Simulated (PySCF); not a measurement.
A drawing and its optimised geometry.

C6H13BOS. Drawn bonds (atoms numbered from 1): C1–O2, O2–C3, C3–C4, C4–C5, C5–C6, C5–B7, B7–C8, C8–S9, C3–S9, C1–H10, C1–H11, C1–H12, C3–H13, C4–H14, C4–H15, C5–H16, C6–H17, C6–H18, C6–H19, B7–H20, C8–H21, C8–H22.

Geometry after optimisation with GFN2-xTB (Å):

```
atom  x, y, z in Å
C1     2.956    1.256    0.917
O2     2.092    0.226    0.495
C3     0.754    0.436    0.767
C4    -0.020   -0.861    0.574
C5    -1.477   -0.585    0.187
C6    -2.147   -1.870   -0.304
B7    -1.486    0.602   -0.906
C8    -0.250    0.737   -1.858
S9     0.039    1.755   -0.364
H10    3.957    0.963    0.611
H11    2.687    2.208    0.446
H12    2.921    1.375    2.005
H13    0.605    0.868    1.767
H14    0.477   -1.426   -0.217
H15    0.052   -1.451    1.490
H16   -2.010   -0.262    1.090
H17   -1.663   -2.229   -1.210
H18   -3.193   -1.680   -0.533
H19   -2.095   -2.653    0.450
H20   -2.460    1.215   -1.128
H21   -0.290    1.392   -2.720
H22    0.541    0.004   -1.962
```

Here a drawn bond counts as lost beyond 1.3 times the sum of covalent radii plus 0.1 Å; another pair counts as a new contact within 1.08 times that sum, or 1.2 times among H, C, N, O, F, S and Cl. Covalent radii used (Å): B 0.84, C 0.73, H 0.31, O 0.66, S 1.05.

Which drawn bonds no longer describe this geometry, and which new contacts appear?

No drawn bond is lost. New contacts: B7–S9 (1.99 Å; radii sum 1.89 Å). The tight-binding optimisation can itself be at fault, so a check at a higher level is due before the drawing is dismissed.

How long is each drawn bond in this geometry?

| drawn bond | length (Å) | over radii sum |
| --- | --- | --- |
| C1–O2 | 1.408 | 1.01 |
| O2–C3 | 1.382 | 0.99 |
| C3–C4 | 1.523 | 1.04 |
| C4–C5 | 1.532 | 1.05 |
| C5–C6 | 1.530 | 1.05 |
| C5–B7 | 1.613 | 1.03 |
| B7–C8 | 1.565 | 1.00 |
| C8–S9 | 1.831 | 1.03 |
| C3–S9 | 1.878 | 1.06 |
| C1–H10 | 1.088 | 1.05 |
| C1–H11 | 1.095 | 1.05 |
| C1–H12 | 1.096 | 1.05 |
| C3–H13 | 1.099 | 1.06 |
| C4–H14 | 1.092 | 1.05 |
| C4–H15 | 1.092 | 1.05 |
| C5–H16 | 1.097 | 1.06 |
| C6–H17 | 1.088 | 1.05 |
| C6–H18 | 1.087 | 1.05 |
| C6–H19 | 1.089 | 1.05 |
| B7–H20 | 1.173 | 1.02 |
| C8–H21 | 1.084 | 1.04 |
| C8–H22 | 1.083 | 1.04 |

The numbers are calculated, not measured.
